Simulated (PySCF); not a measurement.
C₂H₈FNSi₂, SMILES F[C@H]([SiH3])/N=C\[SiH3].

Geometry optimised at B3LYP-D3(BJ)/def2-SVP. The structure was generated by enumeration; whether it is a known compound was not checked. One conformer was computed; it need not be the lowest.

The numbers are results of M06-2X/def2-TZVP run with PySCF, not measurements.

The molecule is in vacuum.

Computed frontier levels, gap, dipole moment and polarisability:
```yaml
highest_occupied_level: -8.81 eV
lowest_empty_level: -0.36 eV
orbital_gap: 8.44 eV
dipole_moment: 0.67 D
quadrupole, principal values (traceless, Buckingham form, about the centre of nuclear charge): -5.85, 1.04, 4.81 D·Å
mean_static_polarisability: 86.6 bohr³ (12.84 Å³)
polarisability_principal_values: 70.9, 77.8, 111.2 bohr³
```
